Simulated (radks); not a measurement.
The numbers below are computed, except where a source is named.
Problem. These are the eigenvalues of the occupied orbitals of an atom or ion with whole-number occupations (Ry). Level of theory: scalar-relativistic Kohn-Sham, exchange-only LDA, spin-polarised, spherical densities, point nucleus (a radial shooting solver on a logarithmic mesh with Libxc functionals).

orbital  eigenvalue
1s up     -2427.086
1s down   -2427.080
2s up     -379.6259
2s down   -379.6227
2p up     -341.4745
2p down   -341.4712
3s up     -80.88456
3s down   -80.87915
3p up     -68.51937
3p down   -68.51393
3d up     -49.94617
3d down   -49.94128
4s up     -18.57236
4s down   -18.55953
4p up     -14.67936
4p down   -14.66269
4d up      -8.98163
4d down    -8.95009
5s up      -6.00531

Which element is it, and in what charge state? The configuration may be excited. Open shells, if any, are filled with parallel spins first.

Solution. Z = 53, iodine, charge +6: I6+ in [Kr] 4d10 5s1. The list shows which subshells hold electrons but not how many an open one holds; the 1s level, -1213.5 hartree, gives Z - s = 49.3 by -(Z - s)^2/2, which with screening and relativity narrows Z to a few neighbours, and the depths of the outer levels then fix element, charge and occupations together.
